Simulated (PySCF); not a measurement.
# MgBr⁻: one state, many levels of theory

State: ¹Σ⁺ (singlet), closed shell. Set-up: basis Mg aug-pcseg-1, Br aug-pcseg-1; no relativity; PySCF 2.14. De refers to Mg + Br⁻ in their ground configurations, without counterpoise correction. A positive dipole points towards Br; it is taken about the centre of mass and depends on that origin.

| Level | Re (Å) | ωe (cm⁻¹) | De (eV) | μ (D) | CPU s a point (SCF and correlation, without the integrals) |
| --- | --- | --- | --- | --- | --- |
| RHF | 2.697 | 195 | n/a | 5.43 | 0.05 |
| RHF-MP2 | 2.693 | 200 | 0.85 | n/a | 0.08 |
| RHF-SCS-MP2 | 2.704 | 195 | 0.80 | n/a | n/a |
| RHF-CCSD | 2.711 | 192 | 0.74 | n/a | n/a |
| RHF-CCSD(T) | 2.709 | 194 | 0.76 | n/a | 1.1 |
| PBE | 2.700 | 198 | 0.92 | 4.75 | 0.36 |
| PW91 | 2.697 | 198 | 0.93 | 4.66 | 0.27 |
| BP86 | 2.709 | 194 | 0.86 | 4.76 | 0.25 |
| r²SCAN | 2.655 | 213 | 1.01 | 5.37 | 0.49 |
| PBE0 | 2.677 | 204 | 0.94 | 4.95 | 0.84 |
| r²SCAN0 | 2.652 | 213 | 0.98 | 5.27 | 0.54 |

Problem. Which functional lies closest to RHF-CCSD(T) in De, which farthest, and by how much do they differ from it?

Solution. Closest is BP86 (+0.0 pm in Re, +0.0 % in ωe, +0.10 eV in De against RHF-CCSD(T) in the same basis), farthest r²SCAN (-5.4 pm in Re, +9.8 % in ωe, +0.25 eV in De). CCSD(T) converges more slowly with the basis than the functionals do and binds too weakly in this one, so the order can change at the basis-set limit.

Problem. What does a quarter of exact exchange do here, going from PBE to PBE0?

Solution. PBE0 less PBE: -2.3 pm in Re, +3.0 % in ωe, +0.02 eV in De. Exact exchange removes part of the self-interaction that spreads semilocal densities, and in most molecules shortens and stiffens the bond and lowers De; here De goes the other way.

Problem. What does the step from GGA to meta-GGA do here, going from PBE to r²SCAN?

Solution. r²SCAN less PBE: -4.5 pm in Re, +7.6 % in ωe, +0.09 eV in De. 

Correlated steps freeze 10 core orbitals. Correlated levels converge slowly with the basis: in double zeta they bind strong bonds too weakly, by up to about 1 eV, and carry superposition errors of some tenths. For an ion De counts to the pair picked by the measured ionisation energies or electron affinities, which need not be the lowest pair at this level. The highest Kohn–Sham level is positive in this anion. Much of that is self-interaction error, but it also means that the finite basis helps to hold the extra electron.

The whole job (state search and all levels along the bond) took about 1 min on 1 thread of Intel Xeon Platinum 8375C @ 2.90GHz (shared host), peak memory 0.56 GiB.
